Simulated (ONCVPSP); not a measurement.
## Varying the ONCV potential for chlorine

Base potential:

Cl (Z = 17), optimised norm-conserving Vanderbilt (ONCV), made with ONCVPSP 4.0.1 (PBE, non-relativistic). Core [Ne], reference 3s2 3p5. Waves: 3s: rc 1.35 bohr, ncon 3, nbas 7, qcut 4.7 1/bohr, 3 projectors, debl 2.8 Ha; 3p: rc 1.15 bohr, ncon 5, nbas 8, qcut 8.5 1/bohr, 2 projectors, debl 1 Ha. Local part: polynomial inside 0.75 bohr (lpopt 3, dvloc0 0 Ha). Core correction: none.

Cutoffs, loose and tight: the cutoffs (Ha) at which the residual kinetic energy of the hardest occupied pseudo-wave falls to 1 and 0.1 mHa per electron. They do not see the model core or the augmentation charge, which bear on the density cutoff. Test errors are all-electron minus pseudo excitation energies from the reference, over the configurations 3s2 3p4; 3s2 3p3; 3s2 3p2; 3s1 3p6. A dash means not determined; rows that change the core or the reference have their own tests.

1 further variants are left out, since the program set their typed debl aside.

A true bound ghost makes a file unfit for plane-wave use even where its test errors are small: the radial tests pick states by their node count and pass the ghost by.

| change | outcome | cutoff, loose | cutoff, tight | bound ghosts | GHOST(+) flags above zero | largest test error (meV) |
| --- | --- | --- | --- | --- | --- | --- |
| base | generated | 69 Ha | 139 Ha | p | s | +39 |
| p: debl 0.35 | generated | 69 Ha | 139 Ha | p | s, p | +39 |
| p: debl 0.45 | generated | 69 Ha | 139 Ha | p | s, p | +39 |
| p: debl 0.8 | generated | 69 Ha | 139 Ha | p | s | +39 |
| p: debl 1.35 | generated | 69 Ha | 139 Ha | p | s | +39 |
| p: debl 2 | generated | 69 Ha | 139 Ha | p | s | +39 |
| p: debl 3 | generated | 69 Ha | 139 Ha | p | s | +38 |
| p: debl 4.35 | generated | 69 Ha | 139 Ha | p | s | +35 |

Reading the sweep of the debl of the p channel (base included, trends over the rows without a ghost): Bound ghosts are found at 0.35, 0.45, 0.8, 1, 1.35, 2, 3, 4.35 Ha. Every judged row has one, so this setting neither creates nor removes them.
